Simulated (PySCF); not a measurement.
From one molecule to another.

First species: SnH2Me(NHMe), C₂H₉NSn.
SMILES: `C[NH][SnH2][CH3]`

Second species: 2-hexanone, C6H12O.
Numbering: `[CH3:1][CH2:2][CH2:3][CH2:4][C:5]([CH3:6])=[O:7]` (hydrogens: H8, H9, H10 on C1; H11, H12 on C2; H13, H14 on C3; H15, H16 on C4; H17, H18, H19 on C6)

Geometry (PBE0-D3(BJ)/def2-SVP, Å), atoms numbered from 1 in this order:
```
atom  x, y, z in Å
C1    -3.0555   -0.4499   -0.3076
C2    -1.7970    0.4027   -0.3042
C3    -0.5469   -0.3752    0.0814
C4     0.7114    0.4713    0.0861
C5     1.9663   -0.2884    0.4640
C6     3.2518    0.5038    0.4853
O7     1.9411   -1.4654    0.7341
H8    -3.2441   -0.8856    0.6867
H9    -3.9436    0.1361   -0.5888
H10   -2.9681   -1.2862   -1.0196
H11   -1.6530    0.8545   -1.3022
H12   -1.9275    1.2527    0.3895
H13   -0.6770   -0.8306    1.0775
H14   -0.4038   -1.2262   -0.6054
H15    0.8833    0.9353   -0.9031
H16    0.6133    1.3275    0.7794
H17    4.0856   -0.1502    0.7690
H18    3.1760    1.3395    1.1990
H19    3.4471    0.9465   -0.5043
```

Levels: wB97X-D/def2-SVPD for HOMO energy, LUMO energy, HOMO–LUMO gap and static isotropic polarisability; TDDFT wB97X-D/def2-SVPD for lowest singlet excitation; TDA wB97X-D/def2-SVPD for lowest triplet excitation (Tamm–Dancoff); ΔSCF wB97X-D/def2-SVPD for vertical ionisation energy. Geometries: PBE0-D3(BJ)/def2-SVP. Each species is one conformer at its optimised geometry, gas phase (atoms past krypton carry core potentials, spin–orbit coupling is left out); the electronic structure was computed with PySCF and density fitting.

Dipoles, sizes and rotational constants follow the conformer. The torsions of the flexible species, by atom-mapped SMILES:
- `[CH3:1][CH2:2][CH2:3][CH2:4][C:5]([CH3:6])=[O:7]`: C1–C2–C3–C4 180°, C2–C3–C4–C5 180°, C3–C4–C5–C6 180°

```csv
property,column X,column Y
HOMO energy,-8.18 eV,-9.16 eV
LUMO energy,1.83 eV,1.46 eV
HOMO–LUMO gap,10.01 eV,10.62 eV
lowest singlet excitation,5.52 eV,4.53 eV
lowest triplet excitation (Tamm–Dancoff),5.09 eV,3.99 eV
static isotropic polarisability,76.0 au,77.2 au
vertical ionisation energy,8.36 eV,9.48 eV
```

Q: Which column belongs to which species?

A: Column X is the first species and column Y the second. The first has 13 atoms and 78 electrons, the second 19 and 56.

Q: How does each property change from the first species to the second?

A: HOMO energy -0.98 eV; LUMO energy -0.37 eV; HOMO–LUMO gap +0.61 eV; lowest singlet excitation -0.99 eV; lowest triplet excitation (Tamm–Dancoff) -1.10 eV; static isotropic polarisability +1.2 au; vertical ionisation energy +1.12 eV.

On the first: The polarisability is 11.27 Å³ as a volume (1 au = 0.148185 Å³). The principal polarisabilities are 67.3, 72.5 and 88.3 au; their mean is the isotropic value. Atoms past krypton carry effective core potentials; spin–orbit coupling is left out.

On the second: The vertical singlet–triplet gap S1 − T1 is 0.54 eV (TDDFT singlet less Tamm–Dancoff triplet; S1: HOMO→LUMO, weight 0.97; T1: HOMO→LUMO, weight 0.96). The principal polarisabilities are 63.5, 76.4 and 91.8 au; their mean is the isotropic value.
